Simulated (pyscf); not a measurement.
**`[CH3][CH]([OH])[ZnH]`, singlet**

Gas-phase minimum from PySCF at ωB97X-D3(BJ)/def2-SVP, one conformer. H₃C–CH(OH)–ZnH lies 5.0 kcal/mol over its isomer H₃C–Zn–CH₂–OH (electronic energy, ωB97M-D3(BJ)/def2-TZVP). 

```
C
H 1 1.1116
O 1 1.4316 2 109.76
H 3 0.9663 1 108.01 2 60.98
C 1 1.5273 2 107.84 3 121.15
H 5 1.1025 1 111.49 2 179.87
H 5 1.1034 6 108.04 1 122.81
H 5 1.1080 6 107.08 7 115.08
Zn 1 1.9715 2 109.01 3 -114.36
H 9 1.5484 2 156.05 1 -179.15
```

Properties at ωB97X-D3(BJ)/def2-SVP:

```yaml
harmonic_wavenumbers_unscaled: 144, 203, 278, 332, 408, 475, 485, 564, 914, 986, 1098, 1124, 1188, 1329, 1380, 1404, 1467, 1490, 1863, 2986, 3024, 3109, 3145, 3823 cm⁻¹
zero_point_energy: 47.5 kcal/mol
rotational_symmetry_number: 1
Entropy of this conformer at 298 K and 1 atm, rigid rotor and harmonic oscillator, modes under 100 cm⁻¹ raised to 100: 322.8 J/(mol K)
dipole_moment: 1.64 D
```

Single-point totals, which compare only within one level:

```tsv
level	total energy (hartree)
ωB97X-D3(BJ)/def2-TZVP	-1934.48939
PBE/def2-TZVP	-1934.00583
r²SCAN/def2-TZVP	-1934.36179
B3LYP-D3(BJ)/def2-TZVP	-1934.53448
PBE0-D3(BJ)/def2-TZVP	-1934.04079
M06-2X/def2-TZVP	-1934.36255
ωB97M-D3(BJ)/def2-TZVP	-1934.53095
```

Soft torsions are taken as harmonic, which can shift the entropy by several J/(mol K). Elements up to Kr have no core potential and no relativistic terms here.
